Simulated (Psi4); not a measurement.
AgF, singlet, geometry from GFN2-xTB (such geometries of metal compounds can be far from the true shape) (core potentials on Ag); PBE0/def2-SVP (Psi4).

The Psi4 input:
```
memory 2 GB

molecule mol {
0 1
  Ag   -0.000000   -0.000000   -0.316785
  F     0.000000    0.000000    1.654320
}

set basis def2-svp
set reference rks

energy('pbe0')
print_variables()
```

What the program printed (banner, timings and long lists left out):

```
   => Loading Basis Set <=

    Name: DEF2-SVP
    Role: ORBITAL
    Keyword: BASIS

    !!!  WARNING: ECP capability is in beta. Please check occupations closely.  !!!

         ---------------------------------------------------------
                                   SCF
               by Justin Turney, Rob Parrish, Andy Simmonett
                          and Daniel G. A. Smith
                              RKS Reference
         ---------------------------------------------------------

  ==> Geometry <==

    Molecular point group: c2v
    Full point group: C_inf_v

    Geometry (in Angstrom), charge = 0, multiplicity = 1:

       Center              X                  Y                   Z               Mass
    ------------   -----------------  -----------------  -----------------  -----------------
         AG           0.000000000000     0.000000000000    -0.297432946851   106.905091600000
         F            0.000000000000     0.000000000000     1.673672053149    18.998403162730

  Running in c2v symmetry.

  Rotational constants: A = ************  B =      0.26897  C =      0.26897 [cm^-1]
  Rotational constants: A = ************  B =   8063.43289  C =   8063.43289 [MHz]
  Nuclear repulsion =   45.907905983988691

  Charge       = 0
  Multiplicity = 1
  Electrons    = 28
  Nalpha       = 14
  Nbeta        = 14

  ==> Algorithm <==

  SCF Algorithm Type is DF.
  DIIS enabled.
  MOM disabled.
  Fractional occupation disabled.
  Guess Type is SAD.
  Energy threshold   = 1.00e-06
  Density threshold  = 1.00e-06
  Integral threshold = 1.00e-12

  ==> Primary Basis <==

  Basis Set: DEF2-SVP
    Blend: DEF2-SVP
    Number of shells: 17
    Number of basis functions: 45
    Number of Cartesian functions: 51
    Spherical Harmonics?: true
    Max angular momentum: 3

  Core potential: DEF2-SVP
    Number of shells: 4
    Number of ECP primitives: 14
    Number of ECP core electrons: 28
    Max angular momentum: 3

  ==> DFT Potential <==

   => LibXC <=

    Version 7.1.2
    S. Lehtola, C. Steigemann, M. J. T. Oliveira, and M. A. L. Marques,  SoftwareX 7, 1–5 (2018) (10.1016/j.softx.2017.11.002)

   => Composite Functional: PBE0 <=

    PBE0 Hyb-GGA Exchange-Correlation Functional

    C. Adamo and V. Barone,  J. Chem. Phys. 110, 6158 (1999) (10.1063/1.478522)
    M. Ernzerhof and G. E. Scuseria,  J. Chem. Phys. 110, 5029 (1999) (10.1063/1.478401)

    Deriv               =              1
    GGA                 =           TRUE
[...]
   @DF-RKS iter   6:  -246.59452892592537   -1.68185e-04   2.16561e-04 ADIIS/DIIS
   @DF-RKS iter   7:  -246.59454345215377   -1.45262e-05   2.88920e-05 DIIS
   @DF-RKS iter   8:  -246.59454386270167   -4.10548e-07   8.42875e-06 DIIS
   @DF-RKS iter   9:  -246.59454388790527   -2.52036e-08   3.27684e-06 DIIS
   @DF-RKS iter  10:  -246.59454389087776   -2.97248e-09   7.18905e-07 DIIS
  Energy and wave function converged.

  ==> Post-Iterations <==

   Electrons on quadrature grid:
      Ntotal   =   27.9999703296 ; deviation = -2.967e-05

    Orbital Energies [Eh]
    ---------------------

    Doubly Occupied:

[...]
    Virtual:

[...]
      21A1    53.753414

    Final Occupation by Irrep:
             A1    A2    B1    B2
    DOCC [     7,    1,    3,    3 ]
    NA   [     7,    1,    3,    3 ]
    NB   [     7,    1,    3,    3 ]

  @DF-RKS Final Energy:  -246.59454389087776

   => Energetics <=

    Nuclear Repulsion Energy =             45.9079059839886909
    One-Electron Energy =                -493.1408057514187249
    Two-Electron Energy =                 219.3484153921404527
    DFT Exchange-Correlation Energy =     -18.7100595155882026
    Empirical Dispersion Energy =           0.0000000000000000
    VV10 Nonlocal Energy =                  0.0000000000000000
    Total Energy =                       -246.5945438908777589

Computation Completed

Properties will be evaluated at   0.000000,   0.000000,   0.000000 [a0]

Properties computed using the SCF density matrix

 Multipole Moments:

 ------------------------------------------------------------------------------------
     Multipole            Electronic (a.u.)      Nuclear  (a.u.)        Total (a.u.)
 ------------------------------------------------------------------------------------

 L = 1.  Multiply by 2.5417464519 to convert [e a0] to [Debye]
 Dipole X            :          0.0000000            0.0000000            0.0000000
 Dipole Y            :          0.0000000            0.0000000            0.0000000
 Dipole Z            :        -19.8778304           17.7857668           -2.0920636
 Magnitude           :                                                    2.0920636

 ------------------------------------------------------------------------------------

  Variable Map:
  ----------------------------------------------------------------------------
[...]
  Array Variable Map:
  ----------------------------------------------------------------------------
[...]
[...]
```
